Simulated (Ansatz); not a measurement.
A made-up structure of AlB₂H₄Cl, closed shell:

```xyz
8
angstrom
B -1.1833 1.3831 0.5547
Al 0.3491 0.4201 -0.5374
B 1.0270 -1.5324 -0.0131
Cl 0.1883 -2.9064 -0.7137
H -2.3478 1.2347 0.3054
H -0.9590 2.1050 1.4871
H 1.0059 1.1318 -1.8078
H 0.8694 1.7199 0.0543
```

It is relaxed with PBE-D4/def2-SVP and then PBE0-D4/def2-TZVP (Ansatz 0.2.0). Atoms count as bonded within 1.22 times the sum of their covalent radii (H–H: 0.88 Å). The end point is not checked to be a true minimum.

Q: Does its bonding change? (Judge from chemistry; the calculation decides.)

A: Computed: Yes. Formed: B1–B3, Al2–H6, B3–H7; broken: none.

Where it ends: The first stage lowers the energy by 5.06 eV in 29 steps. It ends as AlB₂H₄Cl ([Cl][B]12[H][AlH]13[H][BH]23):
```json
{"atom": "B1", "x (Å)": "-1.1069", "y (Å)": "0.5047", "z (Å)": "0.3814"}
{"atom": "Al2", "x (Å)": "0.5183", "y (Å)": "1.4577", "z (Å)": "-0.3905"}
{"atom": "B3", "x (Å)": "-0.1263", "y (Å)": "-0.5199", "z (Å)": "-0.3881"}
{"atom": "Cl4", "x (Å)": "-0.4282", "y (Å)": "-1.9635", "z (Å)": "-1.3399"}
{"atom": "H5", "x (Å)": "-2.2857", "y (Å)": "0.5652", "z (Å)": "0.5076"}
{"atom": "H6", "x (Å)": "-0.5139", "y (Å)": "1.3785", "z (Å)": "1.0943"}
{"atom": "H7", "x (Å)": "1.1280", "y (Å)": "-0.2669", "z (Å)": "-0.3526"}
{"atom": "H8", "x (Å)": "1.7643", "y (Å)": "2.4000", "z (Å)": "-0.1827"}
```

Labels in which every atom is bracketed show which atoms are joined, not bond orders.

For scale, one of the runs: PBE0-D4/def2-TZVP relaxation, 160 basis functions, launched by `ansatz run in.yaml --threads 2 --pin off --events-out ev --progress --plain --max-ram 4352MiB`. The run took about 24 s on 2 CPU threads of an Arm Neoverse V2 (shared host).
